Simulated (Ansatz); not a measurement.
# Cost against result

Saddle point of BSiH5Cl2O, singlet (BHCl₂O ([OH][B]([Cl])[Cl]) + SiH₄ → BSiH₃Cl₂ ([SiH3][B]([Cl])[Cl]) + H₂O (still joined by a long B–O bond); bonds formed: B1–Si6, O2–H5; bonds broken: H5–Si6; bonds weakened to dative contacts: B1–O2), PBE0-D4/def2-TZVP structure:

```xyz
10
angstrom
B -0.6658 0.6298 -0.1722
O 0.3929 1.7425 -0.3435
Cl -1.6138 0.3814 -1.6662
Cl -1.5714 0.8350 1.3753
H 0.7637 0.5930 -0.1081
Si 0.4633 -1.2697 0.0672
H 0.4145 2.2742 0.4642
H 1.3519 -1.3718 1.2585
H -0.7370 -2.1109 0.2721
H 1.2016 -1.7035 -1.1471
```

Barriers are electronic and count from the start structure reached by relaxing down the imaginary mode.

Ansatz 0.2.0; basis: as named in each row; cores frozen in the correlated methods. B3LYP uses VWN-RPA correlation. Extrapolation: Hartree–Fock as exp(−7.88 √X), correlation as X^−2.97.

Times are rough, for one single point on 8 threads of a shared host (AMD EPYC 9R45).

The estimate by CCSD(T) at an estimated basis limit (MP2 extrapolated from triple and quadruple zeta, plus CCSD(T) − MP2 in triple zeta) is 57.14 kcal/mol.

```tsv
method	basis	time (s)	barrier (kcal/mol)	method less estimate
HF	STO-3G	under 1	86.26	29.12
PBE-D4	STO-3G	under 1	51.18	-5.97
SPW92	def2-SVP	under 1	37.69	-19.45
PBE-D4	def2-SVP	under 1	46.62	-10.52
B3LYP-D4	6-31G	under 1	57.16	0.02
PBE0-D4	def2-SVP	under 1	51.68	-5.46
SPW92	def2-TZVPP	under 1	38.19	-18.95
PBE-D4	def2-TZVPP	under 1	46.55	-10.59
BLYP-D4	def2-TZVPP	under 1	55.13	-2.02
B3LYP-D4	def2-TZVPP	under 1	58.31	1.17
BHLYP-D4	def2-TZVPP	under 1	64.24	7.10
PBE0-D4	def2-TZVPP	under 1	51.24	-5.91
CAM-B3LYP-D4	def2-TZVPP	1	59.78	2.63
wB97M-V	def2-SVP	1	57.00	-0.14
r2SCAN-D4	def2-TZVPP	1	51.96	-5.19
CCSD(T)	def2-SVP	1	63.28	6.14
r2SCAN0-D4	def2-TZVPP	1	54.94	-2.21
RPA on PBE	def2-TZVPP	1	58.79	1.65
PBE-QIDH	def2-TZVPP	2	55.11	-2.03
B2PLYP	def2-TZVPP	2	59.72	2.58
B97M-V	def2-TZVPP	2	56.74	-0.41
wB97X-V	def2-TZVPP	2	57.19	0.04
wB97M-V	def2-TZVPP	2	57.26	0.12
MP2	def2-QZVPP	5	55.45	-1.70
CCSD(T)	def2-TZVPP	25	58.51	1.37
```

All methods are single points on the PBE0-D4 structures.

No T1 diagnostic of these runs exceeds 0.012.

Labels in which every atom is bracketed show which atoms are joined, not bond orders.
